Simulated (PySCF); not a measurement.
SMILES c1c(/C=C\c2ccco2)scc1 (C10H8OS), GFN2-xTB optimised geometry. Atoms within 1.6 Å of the plane z = 0.0 Å (x, y, z in Å): C1 (-0.99, -1.59, 0.00), C2 (0.36, -1.67, 0.00), C3 (1.39, -0.68, 0.00), C4 (2.73, -0.99, 0.00), C5 (3.57, 0.13, 0.00), C6 (2.88, 1.30, 0.00), S7 (1.18, 1.05, 0.00), C8 (-1.87, -0.46, 0.00), C9 (-3.25, -0.46, 0.00), C10 (-3.65, 0.89, 0.00), C11 (-2.49, 1.62, 0.00), O12 (-1.42, 0.81, 0.00), H13 (-1.53, -2.53, 0.00), H14 (0.77, -2.67, 0.00), H15 (3.09, -2.00, 0.00), H16 (4.65, 0.07, 0.00), H17 (3.26, 2.30, 0.00), H18 (-3.88, -1.33, 0.00), H19 (-4.65, 1.27, 0.00), H20 (-2.31, 2.67, 0.00).

Method: PySCF with CAM-B3LYP/def2-SVP. Cells within 0.4 Å of a nucleus heavier than hydrogen are left out (blank, or x).

Map of the deformation density (molecule minus spherical neutral atoms) (e/bohr³) on the plane z = 0.0 Å:

```
|222222222222222222222222222|
|222222222222222222222222222|
|222222222222222222222222222|
|222222222222222222222222222|
|222222222222222222222222222|
|222222222222222222222222222|
|222222222222222222222222222|
|222222221122222222222222222|
|222222224522222222211222222|
|222222115712222211492222222|
|22222425xx11223213x62222222|
|222239x944x8222x26x72122222|
|222222x400x3210211294422222|
|2222215722511115301xx932222|
|2222224x9xx2112xx5492222222|
|222222942176225847x31122222|
|22222132112x9xx311672222222|
|222222222277229311332222222|
|222222222233126322222222222|
|222222222222222122222222222|
|222222222222222222222222222|
|222222222222222222222222222|
|222222222222222222222222222|
|222222222222222222222222222|
|222222222222222222222222222|
|222222222222222222222222222|
|222222222222222222222222222|
```
Scale: ten equal steps from -0.036 (start of '0') to 0.104 (end of '9'), in the order '0123456789'; x runs from -7.00 to 7.00, y from -7.00 (bottom) to 7.00 (top).
